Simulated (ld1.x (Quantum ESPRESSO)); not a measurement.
## Si (Z = 14): one change to a TM semilocal potential, before and after

```json
{"Element": "Si", "Generator": "ld1.x (Quantum ESPRESSO) 7.5", "Type": "norm-conserving Troullier–Martins (semilocal form)", "Functional": "PBE", "Relativity": "scalar-relativistic", "Frozen core": "[Ne]", "Valence charge": "4", "Reference configuration": "3s2 3p2", "Partial waves": "3s (bound): rc 1.55 bohr; 3p (bound): rc 1.45 bohr", "Local potential": "the p channel", "Core correction": "none"}
```

All-electron outer shells of the reference configuration (PBE, scalar-relativistic, ld1.x):

| shell | level (eV) | outermost node (bohr) | outermost maximum (bohr) |
| --- | --- | --- | --- |
| 2s | -139.50 | 0.15 | 0.45 |
| 2p | -95.56 | – | 0.39 |
| 3s | -10.81 | 0.72 | 1.80 |
| 3p | -4.08 | 0.72 | 2.17 |

Change: wave 3p (bound): rc 1.45 bohr becomes 3p (bound): rc 1.34 bohr.

Cutoffs: the cutoffs (Ry, on a coarse ladder) from which the occupation-weighted sum of valence levels, in a spherical-Bessel basis at the reference potential, stays within 10 and 1 mRy of its value at 400 Ry; they do not see the model core or the augmentation charge, which bear on the density cutoff. Errors are all-electron minus pseudo energies relative to the spin-unpolarised reference configuration.

Q: Predict the effect on cutoff, ghosts and configuration errors.

A: The potential gets harder (40 Ry and 60 Ry → 55 Ry and 70 Ry); of the 7 tests that both files solve, the error grows in 4 and shrinks in 0 by more than 15 % and 0.3 meV (median size 1.2 → 6.5 meV); neither file shows a bound ghost. A smaller radius makes the pseudo-wave follow the all-electron one further in, where it bends more sharply, so more plane waves are needed. That the errors move this way runs against the usual rule that smaller radii transfer better. A semilocal file is local in each channel, so a ghost entry of none says nothing of the separable form that plane-wave codes build from it.

```csv
quantity,base,changed
"cutoff, loose",40 Ry,55 Ry
"cutoff, tight",60 Ry,70 Ry
loose cutoff by channel (10 mRy a level),"s 12 Ry, p 30 Ry","s 12 Ry, p 50 Ry"
bound ghosts,none,none
"error for 3s2 3p1, meV [ΔE 7.74 eV]",+0.1,+0.7
"error for 3s2 3p0, meV [ΔE 23.73 eV]",+1.2,+6.5
"error for 3s1 3p0, meV [ΔE 57.70 eV]",+65,+63
"error for 3s0 3p4, meV [ΔE 13.78 eV]",+29,+52
"error for 3s2 3p2.3, meV [ΔE -0.93 eV]",+0.1,+0.1
"error for 3s2 3p1.5, meV [ΔE 2.92 eV]",0.0,+0.2
"error for 3s1 3p3, meV [ΔE 6.81 eV]",+6.8,+10.0
s: phases at 1.70 bohr within 0.05 rad from the reference energy up to (Ry; the scan ends near 5),4.5,4.5
p: phases at 1.70 bohr within 0.05 rad from the reference energy up to (Ry; the scan ends near 5),1.1,0.8
```
